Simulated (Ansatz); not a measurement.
`O[SiH2][SiH2][ZnH]` + `CCl` → `Cl[CH2][ZnH]` + `O[SiH2][SiH3]` at 298.15 K and 1 bar (formal exchange of groups at a Zn–Si bond).

Isolated molecules relaxed with PBE0-D4/def2-TZVP in Ansatz; ΔE leaves out vibrations. CBS: MP2 limit from def2 TZ/QZ plus the TZ coupled-cluster correction, frozen cores. This one scheme is used for every species. For Zn outer-core shells are correlated without core-valence functions, which leaves a few kJ/mol of doubt a bond. Scalar relativity is left out up to krypton. Each species was taken in one conformer, which may not be the lowest.

```
             species  CCSD(T)/CBS energy (Eh)  H − E (kJ/mol)  S (J/(mol·K))
`O[SiH2][SiH2][ZnH]`              -2435.34375           166.6          384.2
               `CCl`               -499.63220           109.7          234.1
      `Cl[CH2][ZnH]`              -2277.98947           102.8          300.3
     `O[SiH2][SiH3]`               -656.96789           164.6          321.1
```

H − E and S are ideal-gas, rigid-rotor, harmonic terms from PBE0-D4/def2-TZVP, for one conformer and one mirror image of each species. 1 Eh = 2625.50 kJ/mol, R = 8.31446 J/(mol·K).

Task: By hand: ΔE, ΔH, ΔS and ΔG.

Result: ΔE = (-2277.98947) + (-656.96789) − (-2435.34375) − (-499.63220) = 0.01859 Eh = 48.8 kJ/mol. Δ(H − E) = 102.8 + 164.6 − 166.6 − 109.7 = -8.9, so ΔH = 39.9 kJ/mol. ΔS = 300.3 + 321.1 − 384.2 − 234.1 = 3.1 J/(mol·K). ΔG = 39.9 − 298.15 × (3.1)/1000 = 39.0 kJ/mol.

Task: By hand: the equilibrium constant, and the temperature at which ΔG would vanish if ΔH and ΔS stayed fixed.

Result: log₁₀ K = −ΔG/(RT ln 10) = -6.8. ΔG = 0 at ΔH/ΔS = 12871 K, far beyond where these terms or the molecules hold.

The number of gas molecules stays the same, so ΔS is small and ΔH decides. A doubt of 5 kJ/mol in ΔE shifts log₁₀ K by 0.9 here. Other conformers and mirror images would add mixing entropy, several J/(mol·K) or more a flexible species. Modes under 60 cm⁻¹, often nearly free rotors, make the harmonic entropy too high. These are equilibria of isolated gas molecules and say nothing of rates. Largest T1 diagnostic: 0.014 (customary marks: 0.02 for closed shells, 0.045 for open ones).
